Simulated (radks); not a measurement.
Q: All-electron atom: Ru+ in [Kr] 4d7. Calculated with a radial shooting solver on a logarithmic mesh with Libxc functionals: scalar-relativistic Kohn-Sham, r2SCAN, spin-unpolarised, spherical densities, finite nucleus; meta-GGA in the generalised Kohn-Sham scheme; Fermi nuclear charge, rms radius 4.4809 fm. Some entries of the table are withheld. Estimate them.

orbital,occ.,eigenvalue (hartree),<r> (bohr)
1s,2,-808.1362,0.03344
2s,2,-116.8947,0.1456
2p,6,-104.6215,0.1270
3s,2,-21.00933,0.4017
3p,6,(1),(2)
3d,10,-10.40800,0.3842
4s,2,-3.15461,1.024
4p,6,-2.02730,1.132
4d,7,-0.45940,(3)

A: 
(1) 3p eigenvalue (hartree): -16.93906
(2) 3p <r> (bohr): 0.4024
(3) 4d <r> (bohr): 1.631
